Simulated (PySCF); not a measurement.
Species: C₃HN₃Se.
Structure used (PBE0-D3(BJ)/def2-SVP), in Å, numbered top down from 1:
```xyz
8
C3HN3Se angstrom
N      3.1330   -0.3917    0.1334
C      1.9747   -0.3811    0.1428
C      0.5430   -0.3196    0.1473
C     -0.1923    0.9146   -0.0383
N     -1.4885    0.8129   -0.0089
Se    -1.8859   -0.9167    0.2651
N     -0.1718   -1.4049    0.3242
H      0.2860    1.8863   -0.1949
```

Theory: core-valence-separated Tamm–Dancoff BHandHLYP/aug-pcX-1 (pcseg-1 on H, def2-SVPD on Se) in PySCF, non-relativistic, gas phase, PBE0-D3(BJ)/def2-SVP geometry. The energies are unshifted.

The lowest roots of each edge with f over 0.003 (five at most, numbered afresh; weaker and dark ones are left out), with transition dipoles (au) in the frame of the coordinates:

```tsv
root	edge	E (eV)	f	μx	μy	μz
1	C	283.38	0.0535	-0.0009	-0.0136	-0.0867
2	C	283.52	0.0348	0.0007	0.0109	0.0700
3	C	283.81	0.0537	0.0009	0.0136	0.0868
4	C	283.94	0.0619	0.0027	0.0931	-0.0146
5	C	285.85	0.0125	-0.0004	-0.0065	-0.0418
6	N	396.17	0.0600	0.0008	0.0121	0.0777
7	N	396.43	0.0599	0.0008	0.0121	0.0776
8	N	396.70	0.0561	0.0007	0.0117	0.0751
9	N	397.21	0.0649	0.0010	0.0807	-0.0126
10	N	398.98	0.0432	-0.0227	-0.0617	0.0099
```

**Question.** What is the unit vector of the normal of the molecular plane, and which share of each root's |μ|² lies along it?

**Answer.** (0.01, 0.15, 0.99), up to sign.

```json
{"root": "1", "core hole on": "C4", "share along it": "1.00", "final orbital under reflection in the plane": "odd"}
{"root": "2", "core hole on": "C2", "share along it": "1.00", "final orbital under reflection in the plane": "odd"}
{"root": "3", "core hole on": "C3", "share along it": "1.00", "final orbital under reflection in the plane": "odd"}
{"root": "4", "core hole on": "C2", "share along it": "0.00", "final orbital under reflection in the plane": "even"}
{"root": "5", "core hole on": "C4", "share along it": "1.00", "final orbital under reflection in the plane": "odd"}
{"root": "6", "core hole on": "N7", "share along it": "1.00", "final orbital under reflection in the plane": "odd"}
{"root": "7", "core hole on": "N5", "share along it": "1.00", "final orbital under reflection in the plane": "odd"}
{"root": "8", "core hole on": "N1", "share along it": "1.00", "final orbital under reflection in the plane": "odd"}
{"root": "9", "core hole on": "N1", "share along it": "0.00", "final orbital under reflection in the plane": "even"}
{"root": "10", "core hole on": "N5", "share along it": "0.00", "final orbital under reflection in the plane": "even"}
```

The 1s orbitals of atoms in the plane are even under the reflection, so light polarised along the normal reaches odd orbitals alone (the out-of-plane π set) and light polarised in the plane even ones.

**Question.** For fixed molecules, how does the intensity of root 1 change when the electric field is turned 30° away from the normal of the molecular plane?

**Answer.** Intensity goes as (E·μ)², and μ lies along that direction, so it falls to cos²30° = 0.75 of its maximum; it vanishes at 90°.

**Question.** Molecules are fixed in this frame and the field points along (1, 0, −1)/√2. What effective strengths 3 f cos²θ do the roots have (θ between field and μ)?

**Answer.** root 1 (C4): 0.077, root 2 (C2): 0.050, root 3 (C3): 0.077, root 4 (C2): 0.003, root 5 (C4): 0.018, root 6 (N7): 0.086, root 7 (N5): 0.086, root 8 (N1): 0.081, root 9 (N1): 0.003, root 10 (N5): 0.016. Averaged over all orientations cos²θ is 1/3, which gives f back.

 Relativistic effects, spin–orbit coupling among them, are left out although an element past zinc is present.
